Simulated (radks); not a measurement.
Isoelectronic series with 6 electrons, all held in the configuration [He] 2s2 2p2, which need not be the ground one along the series. All-electron calculation, Dirac Kohn-Sham, PBE, spin-unpolarised, spherical densities, finite nucleus; open shells fill j = l - 1/2 first; Fermi nuclear charge, rms radius of each element as measured or else 0.836 A^(1/3) + 0.57 fm. Program: a radial shooting solver on a logarithmic mesh with Libxc functionals. Total energies (hartree) and mean radii <r> (bohr):

C: E (hartree) -37.76524; 2p1/2 1.799; 2s1/2 1.572; 1s1/2 0.2706
O2+: E (hartree) -73.16633; 2p1/2 1.001; 2s1/2 1.029; 1s1/2 0.1993
Ne4+: E (hartree) -120.65049; 2p1/2 0.7066; 2s1/2 0.7638; 1s1/2 0.1576
Mg6+: E (hartree) -180.23385; 2p1/2 0.5477; 2s1/2 0.6075; 1s1/2 0.1302
Si8+: E (hartree) -251.95365; 2p1/2 0.4475; 2s1/2 0.5042; 1s1/2 0.1108
S10+: E (hartree) -335.85906; 2p1/2 0.3783; 2s1/2 0.4308; 1s1/2 0.09647
Ar12+: E (hartree) -432.00929; 2p1/2 0.3276; 2s1/2 0.3759; 1s1/2 0.08535
Ca14+: E (hartree) -540.47328; 2p1/2 0.2888; 2s1/2 0.3333; 1s1/2 0.07650
Ti16+: E (hartree) -661.32945; 2p1/2 0.2581; 2s1/2 0.2993; 1s1/2 0.06928
Cr18+: E (hartree) -794.66616; 2p1/2 0.2332; 2s1/2 0.2714; 1s1/2 0.06328
Fe20+: E (hartree) -940.58159; 2p1/2 0.2125; 2s1/2 0.2482; 1s1/2 0.05821
Ni22+: E (hartree) -1099.18458; 2p1/2 0.1952; 2s1/2 0.2286; 1s1/2 0.05387
Zn24+: E (hartree) -1270.59393; 2p1/2 0.1803; 2s1/2 0.2117; 1s1/2 0.05011
Ge26+: E (hartree) -1454.94035; 2p1/2 0.1675; 2s1/2 0.1970; 1s1/2 0.04682
Se28+: E (hartree) -1652.36650; 2p1/2 0.1562; 2s1/2 0.1842; 1s1/2 0.04392
Kr30+: E (hartree) -1863.02648; 2p1/2 0.1463; 2s1/2 0.1729; 1s1/2 0.04134
Sr32+: E (hartree) -2087.08746; 2p1/2 0.1375; 2s1/2 0.1627; 1s1/2 0.03902
Zr34+: E (hartree) -2324.72966; 2p1/2 0.1297; 2s1/2 0.1537; 1s1/2 0.03694
Mo36+: E (hartree) -2576.14556; 2p1/2 0.1226; 2s1/2 0.1455; 1s1/2 0.03505
Ru38+: E (hartree) -2841.54790; 2p1/2 0.1161; 2s1/2 0.1381; 1s1/2 0.03333
Pd40+: E (hartree) -3121.16157; 2p1/2 0.1103; 2s1/2 0.1313; 1s1/2 0.03175
Cd42+: E (hartree) -3415.22700; 2p1/2 0.1049; 2s1/2 0.1251; 1s1/2 0.03030
Sn44+: E (hartree) -3724.00718; 2p1/2 0.09997; 2s1/2 0.1194; 1s1/2 0.02896
Te46+: E (hartree) -4047.77632; 2p1/2 0.09541; 2s1/2 0.1141; 1s1/2 0.02773
